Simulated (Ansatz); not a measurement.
Cartesian coordinates (Å):
SMILES: N[Si](N)(N)N
```xyz
13

N     -0.1824     0.5621     1.6114
Si     0.0000     0.0000     0.0000
N     -0.8092    -1.4852    -0.2925
N      1.6243    -0.3824    -0.4017
N     -0.6328     1.3055    -0.9172
H     -1.0542     0.9739     1.9024
H      0.2626     0.0715     2.3694
H     -0.6330    -1.9920    -1.1448
H     -1.7574    -1.6124     0.0206
H      2.3077     0.3515    -0.4893
H      2.0398    -1.2311    -0.0533
H     -0.3526     2.2491    -0.7042
H     -0.8130     1.1894    -1.9007
```
Charge 0, spin multiplicity 1.

All values below come from frozen-core CCSD(T)/cc-pVTZ // PBE0-D3(BJ)/def2-TZVP in Ansatz (a first-principles code).

```
Item                            Value
----------------------  -------------
HF energy               -511.63791 Ha
MP2 correlation energy    -0.98333 Ha
```

**Question.** Estimate the CCSD correlation energy, the (T) correction, the total energy and the T1 diagnostic.

**Answer.** 
```json
{
 "CCSD correlation energy": "-1.01808 Ha",
 "(T) correction": "-0.03834 Ha",
 "CCSD(T) total energy": "-512.69432 Ha",
 "T1 diagnostic": "0.009"
}
```
